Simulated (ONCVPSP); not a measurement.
# Scattering properties, ONCV potential for cobalt

* Element: cobalt (Co)
* Generator: ONCVPSP 4.0.1
* Type: optimised norm-conserving Vanderbilt (ONCV)
* Functional: PW91
* Relativity: fully relativistic
* Frozen core: [Ne] 3s2
* Valence charge: 15
* Reference configuration: 3p6 3d7 4s2
* Partial waves: 4s: rc 2.60 bohr, ncon 4, nbas 7, qcut 3.2 1/bohr, 2 projectors, debl 2.7 Ha; 3p: rc 0.80 bohr, ncon 3, nbas 6, qcut 11.4 1/bohr, 2 projectors, debl 1.4 Ha; 3d: rc 1.75 bohr, ncon 4, nbas 9, qcut 7.7 1/bohr, 2 projectors, debl 1.1 Ha
* Local potential: polynomial inside 0.65 bohr (lpopt 5, dvloc0 0 Ha)
* Core correction: Teter function, fcfact 2.25, rcfact 1.35

Open shells are filled in proportion to 2j + 1.

In the p channel the program set the typed energies aside and used -2.391, 0.250 Ha (j = l + 1/2; the other j can differ).

The phase is arctan(r·R′/R) of the radial function R(r), unwrapped; energies in Ha, scanned from -4 to 5 Ha. A pole is an energy at which the radial function vanishes at the test radius. The pseudo phase is shifted by a multiple of π to meet the all-electron one at the reference energy, and phase errors are pseudo minus all-electron; the curves can meet again beyond the range given. Levels narrower than the energy grid can be missing from the lists of poles. n/a: not evaluated, since a narrow level or a reset projector energy made the automatic matching unsafe.

Q: For each channel, where are the poles, and over which energies does the pseudopotential scatter like the atom?

A:

```csv
channel,radius (bohr),reference energy (Ha),"poles, all-electron","poles, pseudo",unbroken range about the reference energy with phases within 0.05 rad,phase error 1 Ha above the reference energy (rad)
s,2.64,-0.20,"0.59, 4.45","0.59, 4.07",n/a,n/a
p3/2,0.81,-2.39,4.92,4.91,the whole range,+0.000
p1/2,0.81,-2.46,4.68,4.67,the whole range,+0.000
d5/2,1.78,-0.30,-0.01,"-0.01, 4.52",below 4.6,-0.000
d3/2,1.78,-0.31,-0.03,"-0.03, 4.52",below 4.6,-0.000
```

Note: ghosts flagged at negative energy: s at -266.7 eV; no localised positive-energy state flagged. A true bound ghost makes a file unfit for plane-wave use.

Phases in the d5/2 channel:

```tsv
E (Ha)	all-electron	pseudo
-3.98	1.327	1.326
-3.74	1.317	1.316
-3.50	1.306	1.306
-3.26	1.294	1.293
-3.02	1.280	1.279
-2.78	1.264	1.263
-2.54	1.245	1.244
-2.30	1.222	1.221
-2.06	1.194	1.192
-1.82	1.156	1.155
-1.58	1.106	1.104
-1.34	1.032	1.030
-1.10	0.907	0.905
-0.86	0.654	0.652
-0.62	-0.004	-0.006
-0.38	-0.990	-0.990
-0.14	-1.447	-1.447
0.10	-1.655	-1.655
0.34	-1.792	-1.792
0.58	-1.913	-1.914
0.82	-2.048	-2.048
1.06	-2.225	-2.225
1.30	-2.487	-2.489
1.54	-2.882	-2.892
1.78	-3.372	-3.391
2.02	-3.786	-3.811
2.26	-4.059	-4.083
2.50	-4.231	-4.255
2.74	-4.346	-4.370
2.98	-4.426	-4.451
3.22	-4.487	-4.512
3.46	-4.534	-4.561
3.70	-4.572	-4.602
3.94	-4.604	-4.637
4.18	-4.631	-4.670
4.42	-4.656	-4.700
4.66	-4.678	-4.730
4.90	-4.699	-4.762
```
